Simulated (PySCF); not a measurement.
Input of a run (PBE0-D3(BJ)/def2-SVP geometry optimisation, gas phase (PySCF 2.14.0)), started from GFN2-xTB:
```
{"job": {"xc": "PBE0", "basis": "def2-SVP", "d3": "d3bj", "grid": 2, "kind": "geom"}, "charge": 0, "multiplicity": 1}
F      3.084495     0.521633     2.037729
C      2.521795     0.328980     0.874344
C      2.686855     0.185640    -0.432514
C      1.327667     0.130912     0.114877
C      0.008900    -0.000920    -0.012180
C     -0.976083     0.041416     1.056265
C     -2.192983    -0.133599     0.500898
C     -2.042147    -0.293509    -0.926467
C     -0.732961    -0.215545    -1.243396
H      3.327518     0.140662    -1.279178
H     -0.736723     0.189655     2.092233
H     -3.137220    -0.154009     1.014844
H     -2.860543    -0.449242    -1.606368
H     -0.279250    -0.292549    -2.213253
```

Output (energies in Eh, forces in Eh/bohr):
```
step   0  E = -406.80246055  max force = 0.038832
step   1  E = -406.80464436  max force = 0.008622
step   2  E = -406.80517424  max force = 0.006354
step   3  E = -406.80518240  max force = 0.008360
step   4  E = -406.80539352  max force = 0.004134
step   5  E = -406.80540179  max force = 0.004353
step   6  E = -406.80552447  max force = 0.001311
step   7  E = -406.80553373  max force = 0.000453
step   8  E = -406.80553656  max force = 0.000226
optimisation converged
```

Question: Summarise the run.

Answer: The energy falls by 1.9 kcal/mol over 9 energy and gradient evaluations, the largest force component goes from 0.0388 to 2.3e-04 Eh/bohr, and the atoms move by 0.024 Å rms after alignment. Among the bonds, C2–C4 and C3–H10 change most and about equally (-0.024 to +0.024 Å). Bonds longer at the end by more than 0.005 Å: 9 of 15; shorter: 3. Among the angles that change most is C2–C3–H10, from 149.9° to 152.2°. The energy never rose by more than 1e-6 Eh on the way. The first step brought 71 % of the lowering.

Question: What are the final bond lengths?

Answer: F1–C2 1.290 Å, C2=C3 1.320 Å, C3–C4 1.455 Å, C4=C5 1.354 Å, C5–C6 1.455 Å, C6=C7 1.365 Å, C7–C8 1.452 Å, C8=C9 1.366 Å, C2–C4 1.405 Å, C5–C9 1.453 Å, C3–H10 1.087 Å, C6–H11 1.090 Å, C7–H12 1.091 Å, C8–H13 1.091 Å, C9–H14 1.090 Å. Numbering counts from 1 in the input's order; the species is `FC1=CC1=C1C=CC=C1`.

The run used 151 basis functions and 69 SCF cycles in all.

No PBE0-D3(BJ)/def2-SVP frequencies stand behind this structure, so it isn't proved a minimum.
